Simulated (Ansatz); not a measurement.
Ansatz results at the PBE0-D4/def2-TZVP geometry: zero-point energy (PBE0-D4/def2-TZVP) 147.2 kJ/mol; size of the dipole moment (B3LYP/def2-TZVPP) 0.94 D; size of the dipole moment (ωB97M-V/def2-TZVPP) 0.91 D.

Each molecule was computed in one conformer, which needn't be the lowest.

(1) Which molecule gave them?
A. `[NH2][Ge]([F])[F]`•
B. `[NH][Si](O)(O)O`•
C. `[F][Sn]([F])[Br]`•
D. `[CH2]C[SiH2]O`•

Answers

(1) B. The others give `[NH2][Ge]([F])[F]`•: 78.3, 3.84, 3.80; `[CH2]C[SiH2]O`•: 215.3, 1.29, 1.29; `[F][Sn]([F])[Br]`•: 11.2, 2.81, 2.83.

B3LYP here is the variant with VWN-RPA as its local correlation; programs differ in this.
